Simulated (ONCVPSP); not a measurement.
## Which change was made? (As, ONCV)

* Element: arsenic
* Generator: ONCVPSP 4.0.1
* Type: optimised norm-conserving Vanderbilt (ONCV)
* Functional: PBE
* Relativity: scalar-relativistic
* Frozen core: [Ne]
* Valence charge: 23
* Reference configuration: 3s2 3p6 3d10 4s2 4p3
* Partial waves: 3s+4s: rc 0.85 bohr, ncon 3, nbas 7, qcut 13.9 1/bohr, 2 projectors; 3p+4p: rc 1.15 bohr, ncon 4, nbas 7, qcut 13.4 1/bohr, 2 projectors; 3d: rc 1.15 bohr, ncon 4, nbas 9, qcut 13.6 1/bohr, 2 projectors, debl 3.3 Ha; f scattering state at 0.27 Ha: rc 1.05 bohr, ncon 4, nbas 7, qcut 10.3 1/bohr, 1 projector
* Local potential: polynomial inside 0.65 bohr (lpopt 5, dvloc0 4 Ha)
* Core correction: Teter function, fcfact 5.25, rcfact 1.55

Cutoffs, loose and tight: the cutoffs (Ha) at which the residual kinetic energy of the hardest occupied pseudo-wave falls to 1 and 0.1 mHa per electron. They do not see the model core or the augmentation charge, which bear on the density cutoff. Test errors are all-electron minus pseudo excitation energies from the reference, over the configurations 3s2 3p6 3d10 4s2 4p2; 3s2 3p6 3d10 4s2 4p1; 3s2 3p6 3d10 4s2 4p0; 3s2 3p6 3d10 4s1 4p4; variants that change the core or the reference have their own tests.

The base gives: outcome: generated; cutoff, loose: 78 Ha; cutoff, tight: 86 Ha; bound ghosts: none; GHOST(+) flags above zero: none; largest test error (meV): -26.

After one change the result is: outcome: generated; cutoff, loose: 100 Ha; cutoff, tight: 120 Ha; bound ghosts: none; GHOST(+) flags above zero: p; largest test error (meV): -5.9. Which change was it?
A. p: qcut 8.4
B. p: qcut 13.3
C. p: qcut 11.1

A. The others give: p: qcut 13.3 → outcome: generated; cutoff, loose: 78 Ha; cutoff, tight: 86 Ha; bound ghosts: none; GHOST(+) flags above zero: none; largest test error (meV): -13 | p: qcut 11.1 → outcome: generated; cutoff, loose: 78 Ha; cutoff, tight: 86 Ha; bound ghosts: none; GHOST(+) flags above zero: none; largest test error (meV): -6.8.
